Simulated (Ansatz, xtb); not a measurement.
## C6H7NO: which of two isomers lies lower

We compare I, `C=C1C=CCN1C=O`, a singlet, with II, `C#C[C@@H]1CCC(=O)N1`, a singlet. Both are isolated molecules in the gas phase, relaxed with r2SCAN-D4/def2-SVP; the shapes shown needn't be the lowest conformers.

I (Å):

```xyz
15

C    -2.4275    1.2714   -1.2207
C    -1.5121    0.2880   -1.3592
C    -0.9566   -0.5493   -0.2965
C    -0.0689   -1.4256   -0.8041
C     0.0533   -1.2509   -2.2841
C    -1.0617    0.3079   -3.8196
N    -0.8837   -0.1585   -2.5462
O    -0.4719   -0.1427   -4.7807
H    -2.8054    1.8640   -2.0546
H    -2.8137    1.4896   -0.2240
H    -1.2502   -0.4438    0.7489
H     0.4989   -2.1716   -0.2452
H     1.0737   -0.9795   -2.6151
H    -0.2258   -2.1532   -2.8608
H    -1.8009    1.1401   -3.8811
```

II (Å):

| atom | x (Å) | y (Å) | z (Å) |
| --- | --- | --- | --- |
| C | -3.1355 | 0.2259 | -1.6377 |
| C | -2.0756 | -0.0642 | -1.1208 |
| C | -0.7985 | -0.4297 | -0.5148 |
| C | -0.9282 | -1.1777 | 0.8398 |
| C | 0.3628 | -0.8172 | 1.5705 |
| C | 0.7466 | 0.5535 | 1.0109 |
| N | 0.0092 | 0.7210 | -0.1360 |
| O | 1.5557 | 1.3377 | 1.4574 |
| H | -4.0745 | 0.4864 | -2.0907 |
| H | -0.2502 | -1.0701 | -1.2396 |
| H | -1.7989 | -0.7701 | 1.3768 |
| H | -1.0909 | -2.2546 | 0.6913 |
| H | 0.2762 | -0.7747 | 2.6653 |
| H | 1.1871 | -1.5132 | 1.3330 |
| H | 0.1731 | 1.5075 | -0.7564 |

Energies in hartree; the thermal terms are from GFN2-xTB frequencies at re-optimised GFN2-xTB minima (ideal gas, soft modes damped towards free rotors, one conformer each, 298.15 K, 1 atm) and include the zero-point energy:

```
                              I           II
E, CCSD(T)/def2-SVP  −361.524189  −361.501243
    E, MP2/def2-SVP  −361.424747  −361.406571
  E, MP2/def2-TZVPP  −362.086465  −362.069531
  zero-point energy     0.115871     0.116410
       H(298 K) − E     0.124070     0.125038
       G(298 K) − E     0.084330     0.084212
```

Task: Correct the CCSD(T) difference for the basis set by the MP2 change, then work out ΔE, ΔE₀, ΔH and ΔG for I → II in kcal/mol (1 Eh = 627.51 kcal/mol) and the equilibrium ratio [II]/[I].

Result: 1. Differences II − I: CCSD(T) +0.022946, MP2 in the small set +0.018176, MP2 in the large set +0.016934 Eh.
2. ΔE = +0.022946 + (+0.016934 − (+0.018176)) = +0.021704 Eh = +13.62 kcal/mol.
3. ΔE₀ = ΔE + ΔZPE = +0.021704 + (+0.000539) Eh = +13.96 kcal/mol.
4. ΔH = ΔE + (+0.000968) Eh = +14.23 kcal/mol.
5. ΔG = ΔE + (−0.000118) Eh = +13.55 kcal/mol, so ΔS = (ΔH − ΔG)/T = +9.6 J/(mol K).
6. kT = 0.9442 mEh, so K = [II]/[I] = exp(−ΔG/kT) = exp(−22.86) ≈ 1.2 × 10^−10.

Structure I is favoured at this temperature. An error of 1 kcal/mol in ΔG would change K by a factor of 5.4. Mirror images and further conformers aren't counted.

As drawn, II has 1 C≡C, 2 C–C, 1 N–H in place of 2 C=C, 1 C–N, 1 C–H.

Other levels gave ΔE = +13.5 (GFN2-xTB); +2.3 (HF/STO-3G, GFN2-xTB geometries); +19.7 (r2SCAN-D4/def2-SVP//GFN2-xTB); +19.5 (r2SCAN-D4/def2-SVP); +13.3 (HF/def2-SVP); +11.4 (MP2/def2-SVP); +14.4 (CCSD(T)/def2-SVP) kcal/mol. The correlated steps freeze 8 core orbitals. Programs: Ansatz 0.2.0, xtb 6.7.1.
